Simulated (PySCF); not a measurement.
Compound: C₆H₇N₃.
SMILES with atom numbers: `[CH2:1]=[CH:2][c:3]1[n:4][n:5][cH:6][n:7][c:8]1[CH3:9]` (hydrogens: H10, H11 on C1; H12 on C2; H13 on C6; H14, H15, H16 on C9)

Cartesian coordinates in Å at the GFN2-xTB level; atoms count from 1:
```xyz
16
C6H7N3 angstrom
C     -2.545   -1.077    0.075
C     -1.609   -0.135    0.102
C     -0.190   -0.434   -0.033
N      0.160   -1.707   -0.193
N      1.411   -2.039   -0.319
C      2.322   -1.090   -0.285
N      2.082    0.207   -0.132
C      0.816    0.565   -0.002
C      0.533    2.019    0.171
H     -2.275   -2.112   -0.051
H     -3.590   -0.841    0.176
H     -1.869    0.906    0.228
H      3.354   -1.394   -0.393
H     -0.102    2.381   -0.636
H      0.021    2.196    1.116
H      1.472    2.565    0.163
```

The calculation used PySCF, TDDFT wB97X-D/def2-SVPD, vertical, gas phase, core orbitals frozen in the response.

Transition dipole moments from the ground state, in atomic units and in the frame of the coordinates above (overall signs are arbitrary), for the states with f of 0.002 or more among the lowest 5:

```tsv
state	E (hartree)	μx	μy	μz
S1	0.1139	-0.015	0.022	-0.207
S3	0.1771	-1.166	0.299	0.118
S5	0.2058	1.346	0.758	-0.020
```

Question: What oscillator strength does each state have?

Answer: f = (2/3) ΔE |μ|² with ΔE in hartree (27.2114 eV).

| state | \|μ\|² (au) | \|μ\| (D) | f |
| --- | --- | --- | --- |
| S1 | 0.044 | 0.53 | 0.003 |
| S3 | 1.463 | 3.07 | 0.173 |
| S5 | 2.388 | 3.93 | 0.328 |

Question: Label these states by symmetry in Cs.

Answer: The ground state is totally symmetric, so the direction of μ fixes the label. Polarised normal to the mirror plane, so A″: S1. Polarised in the mirror plane, so A′: S3 and S5.

Question: What angle do the transition dipoles of S3 and S5 make?

Answer: |cos θ| = |μa·μb| / (|μa| |μb|) = 0.72, so θ ≈ 44° (taken between 0 and 90°, since the signs are arbitrary).

Question: How is the summed strength of these states shared among x, y and z?

Answer: (2/3) Σ ΔE μα² gives 0.409 for x, 0.089 for y and 0.005 for z, 0.504 in all.

Question: What peak molar absorption coefficient would the strongest computed level give as a lone Gaussian band 0.4 eV wide at half height?

Answer: ε(max) = 2.175×10⁸ f / FWHM, with the width in cm⁻¹. S5: 2.175×10⁸ × 0.3276 / 3226 ≈ 22000 L mol⁻¹ cm⁻¹.

Cost: about 2.2 min of CPU time on one thread; the machine was shared, so the figure is rough.

One conformer stands for the species.
